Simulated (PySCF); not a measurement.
## TeO⁺: one state, many levels of theory

State: ²Π (doublet), unpaired electrons π ↑. Set-up: Te cc-pVDZ-PP with ECP28, O cc-pVDZ; scalar-relativistic core potentials (PySCF 2.14). De refers to Te⁺ + O in their high-spin ground configurations, without counterpoise correction. The functionals are run spin-unrestricted. A positive dipole points towards O; it is taken about the centre of mass and depends on that origin. Levels whose curve was spin-contaminated or gave no clean fit are not listed.

| Level | Re (Å) | ωe (cm⁻¹) | De (eV) | μ (D) |
| --- | --- | --- | --- | --- |
| UHF | 1.742 | 1045 | -1.74 | -3.59 |
| UHF-CCSD | 1.819 | 822 | 1.78 | n/a |
| LDA | 1.810 | 871 | 4.93 | -2.31 |
| PBE | 1.828 | 842 | 3.83 | -2.33 |
| BLYP | 1.839 | 823 | 3.89 | -2.30 |
| PBE0 | 1.792 | 922 | 2.67 | -2.69 |

The bond length runs from 1.742 Å (UHF) to 1.839 Å (BLYP). De spans -1.74 eV (UHF, mean field) to 4.93 eV (LDA, local density).

Correlated steps freeze 5 core orbitals. Correlated levels converge slowly with the basis: in double zeta they bind strong bonds too weakly, by up to about 1 eV, and carry superposition errors of some tenths. Spin–orbit coupling is left out, which matters for elements this heavy, above all for dissociation energies. For an ion De counts to the pair picked by the measured ionisation energies or electron affinities, which need not be the lowest pair at this level. Counting both spins, an empty level lies below a filled one in some of these solutions, because spin and occupation are held. A negative De means that the minimum lies above the separated atoms at that level. The state was picked by a PBE0 search and need not be the measured ground state.

The whole job (state search and all levels along the bond) took about 2.6 min on 1 thread of Intel Xeon Platinum 8175M @ 2.50GHz (shared host), peak memory 0.41 GiB.
